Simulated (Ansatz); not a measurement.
BH7O2Si2 (`OB([SiH3])O[SiH3]`), relaxed with RKS PBE-D4/def2-SVP in Ansatz 0.2.0 from a rough embedded geometry. The force threshold is 0.03 eV/Å; the program also tests the step.

Charge 0, multiplicity 1.

Start:

```xyz
12

O     0.520    0.932   -1.756
B    -0.275    0.272   -0.785
Si   -1.356    1.342    0.402
O    -0.309   -1.184   -0.694
Si    0.910   -1.742    0.286
H     1.427    1.060   -1.422
H    -0.924    1.076    1.834
H    -2.722    1.033    0.265
H    -1.108    2.826    0.133
H     2.211   -1.301   -0.275
H     0.858   -3.171    0.369
H     0.767   -1.142    1.643
```

(1) By how much does the energy fall, and how many steps does the optimiser take? (An estimate is asked.)

(2) Which bonds change most? (Estimate.)

(3) Give the relaxed structure. (An estimate is asked.)

## Answers

(1) The calculation gave: 1.34 eV, in 24 steps, 2 of them rejected.

(2) Computed: B2–Si3 from 1.929 to 2.048 Å; Si3–H8 from 1.407 to 1.510 Å; B2–O4 from 1.459 to 1.378 Å; Si5–H11 from 1.431 to 1.500 Å.

(3) The calculation gave: 
```xyz
12

O     0.288    1.349   -1.993
B     0.110    0.605   -0.863
Si   -1.193    1.321    0.546
O     0.812   -0.575   -0.736
Si    0.893   -1.768    0.459
H     0.928    0.915   -2.594
H    -0.497    1.535    1.869
H    -2.312    0.340    0.801
H    -1.805    2.630    0.122
H     2.315   -1.862    0.929
H     0.470   -3.071   -0.152
H    -0.009   -1.420    1.611
```
